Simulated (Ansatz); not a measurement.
Ansatz (a program for electronic structure) input (CCSD(T)/aug-cc-pV(D+d)Z):
A basis named .json is the Basis Set Exchange file of that set.

Ansatz 0.2 input:
```yaml
crystal:
  periodic: [false, false, false]
  atoms:
    - {symbol: Al, position_ang: [-0.43822740, -0.34384189, -0.42576356]}
    - {symbol: O, position_ang: [0.58408405, 0.40884427, 0.57893268]}
    - {symbol: H, position_ang: [1.02428373, 1.19919039, 0.90346484]}
basis:
  gaussian:
    orbitals: aug-cc-pV_D+d_Z.json
total_charge: 1
magnetization: {spin_polarized: true, initial_magnetization: 1}
correlation: {method: ccsd_t, electrons: outside_noble_gas}
```

End of the output:

```
second order -6.20761303 eV of doubles, -0.00000000 eV of singles
coupled cluster: 0.19 GiB planned
cycle   1  -6.32882608 eV  change   -1.9e-1 eV  update   2.0e-2
cycle   2  -6.34525826 eV  change   -1.6e-2 eV  update   6.1e-3
cycle   3  -6.34624131 eV  change   -9.8e-4 eV  update   3.8e-3
cycle   4  -6.34769863 eV  change   -1.5e-3 eV  update   1.4e-3
cycle   5  -6.34790133 eV  change   -2.0e-4 eV  update   8.0e-4
cycle   6  -6.34817271 eV  change   -2.7e-4 eV  update   3.9e-4
cycle   7  -6.34820052 eV  change   -2.8e-5 eV  update   1.9e-4
cycle   8  -6.34818161 eV  change    1.9e-5 eV  update   7.6e-5
cycle   9  -6.34817280 eV  change    8.8e-6 eV  update   3.2e-5
cycle  10  -6.34816703 eV  change    5.8e-6 eV  update   1.2e-5
cycle  11  -6.34816779 eV  change   -7.7e-7 eV  update   5.8e-6
perturbative correction -0.18606781 eV, -0.0068378658 hartree
Total energy: -8636.22950948 eV, -317.3755806266 hartree
```
